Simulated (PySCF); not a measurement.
Computed shifts of a molecule C₅H₅F, HF/pcSseg-1 run with PySCF, GIAO, gas phase, atoms alike by connectivity averaged where their shifts nearly agree, in ppm (number of nuclei): ¹³C: 216.4 (1), 143.2 (1), 133.4 (1), 131.9 (1), 116.0 (1). ¹⁹F: -150.7 (1). ¹H: 7.67 (1), 6.89 (1), 6.70 (1), 6.01 (2). References: ¹³C against TMS (σ = 192.6 ppm); ¹⁹F against CFCl3 (σ = 238.5 ppm); ¹H against TMS (σ = 31.99 ppm), references at their B3LYP-D3(BJ)/def2-TZVP geometries, non-relativistic. Coordinates come from a B3LYP-D3(BJ)/def2-SVP optimisation. Other conformers were not sampled.

Problem. Identify the compound among the candidates.
A) C=C(F)C#CC
B) FC1=CC=CC1
C) C=CC=C=CF
D) CC#C/C=C\F

Solution. C, C=CC=C=CF
